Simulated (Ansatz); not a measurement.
Molecule (SMILES): [BH]N (BH-NH2), doublet.
Atoms: B1, N2, H3, H4, H5. Bonds: B1-N2, B1-H3, N2-H4, N2-H5.

Basis-set convergence of the harmonic zero-point energy at PBE0 with Ansatz (a first-principles code). Each level at its own minimum, finite differences of forces, unscaled; the reference is a large set that could be run, not a limit. Cartesian d functions, on some or all atoms, in 6-31G*, 6-31+G*; all else is spherical. The program fits the integrals of some runs and decomposes those of others, by size. Open shells are unrestricted. No added dispersion term, no relativity. Reference: the value in aug-pcseg-2, 22.98 kcal/mol, itself unsure by roughly 0.02 kcal/mol (its mean distance from aug-cc-pVTZ, def2-TZVPPD). Deviations are taken from unrounded values.

| basis | functions | harmonic zero-point energy (kcal/mol) |
|---|---|---|
| 6-31G* | 36 | 23.10 |
| 6-31+G* | 44 | 23.10 |
| cc-pVDZ | 43 | 22.88 |
| aug-cc-pVDZ | 73 | 22.86 |
| def2-SVP | 43 | 22.91 |
| def2-SVPD | 64 | 22.95 |
| pcseg-1 | 43 | 22.93 |
| aug-pcseg-1 | 73 | 22.93 |
| 6-311G** | 54 | 23.01 |
| 6-311+G** | 62 | 22.98 |
| def2-TZVP | 80 | 22.97 |
| def2-TZVPD | 101 | 22.94 |
| cc-pVTZ | 102 | 22.98 |
| aug-cc-pVTZ | 161 | 22.95 |
| pcseg-2 | 102 | 22.99 |
| aug-pcseg-2 | 161 | 22.98 |
| def2-TZVPP | 104 | 22.99 |
| def2-TZVPPD | 125 | 22.97 |

What the diffuse functions change, pair by pair:
- 6-31G* to 6-31+G*: 8 more functions, deviation 0.12 to 0.12 kcal/mol
- cc-pVDZ to aug-cc-pVDZ: 30 more functions, deviation -0.10 to -0.12 kcal/mol
- def2-SVP to def2-SVPD: 21 more functions, deviation -0.07 to -0.03 kcal/mol
- pcseg-1 to aug-pcseg-1: 30 more functions, deviation -0.05 to -0.05 kcal/mol
- 6-311G** to 6-311+G**: 8 more functions, deviation 0.03 to 0.00 kcal/mol
- def2-TZVP to def2-TZVPD: 21 more functions, deviation -0.01 to -0.04 kcal/mol
- cc-pVTZ to aug-cc-pVTZ: 59 more functions, deviation 0.00 to -0.03 kcal/mol
- pcseg-2 to aug-pcseg-2: 59 more functions, deviation 0.01 to 0.00 kcal/mol
- def2-TZVPP to def2-TZVPPD: 21 more functions, deviation 0.01 to -0.01 kcal/mol

Leaving out the reference's own pair, they bring the value nearer the reference by more than 0.02 kcal/mol in 2 of 8 pairs.
